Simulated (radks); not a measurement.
The numbers below are computed, except where a source is named.
Mean orbital radii <r> (bohr) of the oxygen ion O3+, [He] 2s2 2p1, at several levels of relativity; Dirac values are averaged over j with weights 2j + 1. Spin-unpolarised spherical Kohn-Sham, PBEsol, point nucleus unless stated (finite: rms radius 2.6991 fm), a radial shooting solver on a logarithmic mesh with Libxc functionals. A level marked "c x" has the speed of light scaled by that factor and shares open shells by 2j + 1; other Dirac levels either fill j = l - 1/2 first or share by 2j + 1.

shell  non-rel.  Dirac, 2j+1 shares  Dirac, low j first  Dirac, c x 0.85  change of magnitude, last against first (%)
1s       0.1996              0.1994              0.1994           0.1993                                        -0.14
2s       0.9794              0.9784              0.9785           0.9781                                        -0.13
2p       0.9206              0.9203              0.9204           0.9202                                        -0.04
